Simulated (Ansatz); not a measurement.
CH8FNOSi2 (`CO[SiH2]N[SiH2]F`) at its PBE0-D4/def2-TZVP geometry, where that method's forces vanish. Total charge 0; spin multiplicity 1.

```xyz
14

C    -2.0632   -1.3758    1.2395
O    -0.8655   -0.6689    1.0181
Si   -0.5434    0.1296   -0.3776
N     0.8408    1.1189   -0.1524
Si    2.4074    0.8841   -0.7902
F     2.6419    1.7226   -2.1337
H    -2.0869   -2.3095    0.6668
H    -2.1257   -1.6210    2.3010
H    -2.9431   -0.7795    0.9692
H    -1.7398    0.9460   -0.7208
H    -0.2240   -0.8123   -1.4812
H     0.7140    1.9348    0.4312
H     2.5667   -0.5427   -1.1413
H     3.4207    1.3737    0.1713
```

Problem. What forces (eV/Å) does B3LYP-D4/def2-TZVPP give on these atoms in the Gaussian-basis code of Ansatz? (Estimate.)

Solution. The calculation gave: 
```
C1  -0.304 -0.208  0.123
O2   0.193  0.097  0.002
Si3 -0.095  0.030 -0.197
N4  -0.003  0.053  0.024
Si5  0.173 -0.154  0.176
F6   0.029  0.105 -0.174
H7  -0.006  0.042  0.029
H8  -0.008  0.005 -0.057
H9   0.040 -0.036  0.018
H10  0.077 -0.059  0.015
H11 -0.035  0.064  0.073
H12  0.001  0.000  0.001
H13 -0.002  0.097  0.028
H14 -0.060 -0.037 -0.062
```

B3LYP here is the variant with VWN-RPA as its local correlation; programs differ in this.
